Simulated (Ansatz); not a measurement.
Species: Si₂N₂H₇ (charge 0, doublet). SMILES: [NH][SiH2]N[SiH3]
Geometry from a B3LYP-D3(BJ)/def2-TZVP (Ansatz, a first-principles code) optimisation:
```
N
H 1 1.0117
Si 1 1.7173 2 115.16
Si 1 1.7329 2 115.68 3 171.08
N 3 1.7505 1 112.96 2 84.00
H 5 1.0240 3 113.27 1 178.31
H 4 1.4792 1 106.88 2 178.72
H 4 1.4831 7 109.81 1 120.34
H 4 1.4832 7 109.25 8 117.63
H 3 1.4834 1 108.07 2 -156.03
H 3 1.4863 10 111.42 1 -119.34
```
Charge 0, spin multiplicity 2.

Wanted: atomisation energy, in kcal/mol. Set-up: 6-311+G** with 5d, 6d on Na to Ar in Ansatz; atomisation electronic, to ground-state atoms; valence correlation only; UHF or UKS for open shells; no spin-orbit coupling; dispersion terms only where a functional's name holds one; non-relativistic. CBS marks a two-point X^-3 extrapolation of the correlation energy; Hartree-Fock from the larger set. Ab initio and DFT rows: single points at B3LYP-D3(BJ) geometries (Ansatz).

```
species            coefficient  E at B3LYP/6-311+G** (Ansatz), Eh  E at PBE/def2-TZVPD (Ansatz), Eh
-----------------  -----------  ---------------------------------  --------------------------------
[NH][SiH2]N[SiH3]           -1                         -692.78636                        -692.31109
H atom                      +7                           -0.50216                          -0.49962
N atom                      +2                          -54.60072                         -54.53224
Si atom                     +2                         -289.39468                        -289.22297
```

Coupled cluster (Ansatz) is a level with limits of its own, used here on species with T1 under 0.025 (0.045 for open shells) and stable references: CCSD(T)/CBS(cc-pV(T+d)Z,cc-pV(Q+d)Z). Value to compare with, CCSD(T)/CBS(cc-pV(T+d)Z,cc-pV(Q+d)Z) (Ansatz): 823.0 kcal/mol. 1 Eh = 627.5095 kcal/mol.

Compute it at each level from the table, and compare with CCSD(T)/CBS(cc-pV(T+d)Z,cc-pV(Q+d)Z) (Ansatz).


- B3LYP/6-311+G**: the sum of coefficient times E is 1.28044 Eh, or 803.49 kcal/mol. Result: 803.5 kcal/mol. Its difference against CCSD(T)/CBS(cc-pV(T+d)Z,cc-pV(Q+d)Z) (Ansatz) is -19.5 kcal/mol.
- PBE/def2-TZVPD: the sum of coefficient times E is 1.30333 Eh, or 817.85 kcal/mol. Result: 817.9 kcal/mol. Its difference against CCSD(T)/CBS(cc-pV(T+d)Z,cc-pV(Q+d)Z) (Ansatz) is -5.1 kcal/mol.
